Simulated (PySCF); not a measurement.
Effect of structural changes

The calculation used TDDFT B3LYP/def2-SVPD circular dichroism and optical rotation, one conformer, gas phase (PySCF 2.14.0). Geometry: GFN2-xTB.

Each molecule in one low-energy conformer. The parent is C[C@@H]1CC[C@@H]1CBr.

The molecule is flexible and this is one conformer; a measurement averages over conformers. The calculation is non-relativistic, which matters for the atoms heavier than Zn.

Task: How does the specific rotation at 589.3 nm (origin-invariant length gauge) change along this series?
- C[C@@H]1CC[C@@H]1CBr (base)
- C[C@H]1CC[C@@H]1CBr (diastereomer)

Result: 
```tsv
molecule	[α]589 (deg dm⁻¹ (g/mL)⁻¹)	S1 (eV)	R(S1), velocity form (10⁻⁴⁰ esu² cm²)
C[C@@H]1CC[C@@H]1CBr	-188.4	5.97	+0.3
C[C@H]1CC[C@@H]1CBr	+131.0	5.98	+1.2
```
The specific rotation at 589.3 nm (origin-invariant length gauge) is lowest for C[C@@H]1CC[C@@H]1CBr and highest for C[C@H]1CC[C@@H]1CBr.
